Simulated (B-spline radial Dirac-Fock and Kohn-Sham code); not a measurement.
Kohn-Sham estimates against Dirac-Fock for the levels of Ir⁷⁰⁺

System: the Ir⁷⁰⁺ ion in the configuration [He] 2s2 2p3.

The density-functional columns are spherical, spin-unpolarised Dirac-Kohn-Sham results without Breit or QED terms: −ε is minus the orbital energy of the initial state and ΔSCF the difference of two total energies. The reference in the last column comes from Dirac-Fock ΔSCF + Breit + QED. All numbers are from a radial finite-basis atomic code, in eV; a selection of levels is shown. For the 1s level of heavy atoms much of the gap between ΔSCF and the reference is the Breit and QED part, -365.2 eV here; for other levels the error of the functional can be larger.

```
level   LDA −ε  LDA ΔSCF  Dirac-Fock
    K  83592.7   84251.7     83873.2
   L1  20069.2   20232.6     20199.9
 L2,3  18559.8   18744.2     18714.2
```

Values without a named source are computed, but for edge energies of neutral atoms, which are taken from tables.
